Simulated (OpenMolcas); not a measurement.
## Mn6+, Tc6+, Re6+: d down the group

```
Program             : OpenMolcas 26.06
Method              : SS-CASPT2, IPEA 0.25 Eh, imaginary shift 0.1 Eh
Basis               : ANO-RCC-VTZP
Scalar Hamiltonian  : DKH2, point nucleus
Spin-orbit coupling : state interaction with AMFI integrals over the reference wave functions, term energies averaged over their components
```

Active space for each ion: 1 electron in 10 orbitals (d d); closed shells correlated by CASPT2: Mn6+ 3s 3p; Tc6+ 4s 4p; Re6+ 5s 5p.

Computed levels in cm-1 above ²D_3/2:

| Level | Mn6+ | Tc6+ | Re6+ |
| --- | --- | --- | --- |
| ²D_5/2 | 1329 | 3290 | 11160 |
| weight of ²D in the lowest level (%) | 100 | 100 | 100 |

Measured, with the error of the calculation in %. Measured levels: Mn6+ from Corliss and Sugar, J. Phys. Chem. Ref. Data 6, 1253 (1977).

```tsv
Level	Mn6+
²D_5/2	1350 (-1.6)
```

The fine-structure level ²D_5/2 changes by a factor of 8.4 from Mn6+ to Re6+.

Term energies are means over components that CASPT2 splits; among the terms shown or strongly mixed into the levels shown the widest spread is 12 cm-1 (3d ²D, Mn6+). With one active electron, CASPT2 adds the correlation within the correlated inactive shells and between them and that electron, and leaves the splitting within a term as the reference gives it. With one active electron outside closed inactive shells, the extra shells (4d) add no correlation to the reference (holds for Mn6+). With one active electron outside closed inactive shells, the extra shells (5d) add no correlation to the reference (holds for Tc6+). With one active electron outside closed inactive shells, the extra shells (6d) add no correlation to the reference (holds for Re6+). Computed and measured levels are paired by configuration, term and J; levels that our copy of the source lacks, or whose pairing is in doubt (as where it misses far off the trend of its configuration), stay unpaired and out of the deviations. Levels of configurations outside the active space are missing.
